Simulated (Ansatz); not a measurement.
H4SSiTe, SMILES `S[SiH2][TeH]`, relaxed with RKS PBE-D4/def2-SVP in Ansatz from a rough embedded geometry. The force threshold is 0.03 eV/Å; the program also tests the step.

Charge 0, multiplicity 1. Te takes the def2 core potential.

Start:

```xyz
7

S     1.042   -0.513    1.827
Si    0.307   -0.402   -0.139
Te   -1.825    0.837   -0.067
H     1.131    0.870    1.902
H     1.264    0.330   -1.007
H     0.096   -1.765   -0.682
H    -2.015    0.643   -1.834
```

| step | energy (eV) | largest force (eV/Å) | largest move (Å) |
| --- | --- | --- | --- |
| 1 | -26057.2988 | 1.455 | 0.000 |
| 2 | -26057.3560 | 1.889 | 0.163 |
| 3 | -26057.4538 | 0.253 | 0.058 |
| 4 | -26057.4568 | 0.120 | 0.061 |
| 5 | -26057.4624 | 0.208 | 0.200 |
| 6 | -26057.4727 | 0.065 | 0.101 |
| 7 | -26057.4748 | 0.064 | 0.107 |
| 8 (rejected) | -26057.4589 | 0.209 | 0.148 |
| 9 | -26057.4767 | 0.043 | 0.056 |
| 10 | -26057.4767 | 0.035 | 0.028 |
| 11 | -26057.4771 | 0.005 | 0.027 |

End:

```xyz
7

S     1.138   -0.422    1.808
Si    0.284   -0.491   -0.173
Te   -2.019    0.554   -0.149
H     1.028    0.933    1.919
H     1.096    0.235   -1.211
H     0.264   -1.959   -0.488
H    -1.792    1.150   -1.706
```

It took 16 s on 2 threads of an Arm Neoverse V1 on a shared host, with 0.12 GiB of host memory at the peak.
